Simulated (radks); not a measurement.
Values are calculated unless marked as measured or tabulated.
S4+, 12 electrons, occupied as [He] 2s2 2p5.5 3s2 3d0.5 (fractional occupations, a model configuration).

Code: a radial shooting solver on a logarithmic mesh with Libxc functionals. Model: non-relativistic Kohn-Sham, RPBE, spin-polarised, spherical densities, point nucleus; open shells are filled with parallel spins first.

Energy parts (eV):
part                      energy
total                 -10624.408
kinetic                10613.519
electron-nucleus      -24459.763
Hartree                 3858.666
exchange-correlation    -636.830

Orbitals (lengths in bohr, moments of r in powers of bohr; r(max) is where P^2 peaks):
orbital  occ.  eigenvalue (eV)   r(max)
1s up       1        -2481.132  0.06369
1s down     1        -2480.222  0.06368
2s up       1        -283.4731   0.3864
2s down     1        -281.5823   0.3867
2p up       3        -230.6902   0.3219
2p down   2.5        -228.5597   0.3225
3s up       1         -69.2526    1.284
3s down     1         -68.1562    1.284
3p up       0         -56.6927    1.348
3p down     0         -55.6199    1.349
3d up     0.5         -38.9436    1.400
3d down     0         -38.0072    1.403
4s up       0         -28.7386    3.010

The highest occupied level is 3d up at -38.944 eV. The configuration is held as typed, so some empty levels lie below it. The electron density at the nucleus is 2693 e/bohr^3.

Run on one thread of a shared host, so times are rough (Arm Neoverse N1): 0.16 s of CPU time, 0.16 s wall, 14 iterations on 2476 mesh points.
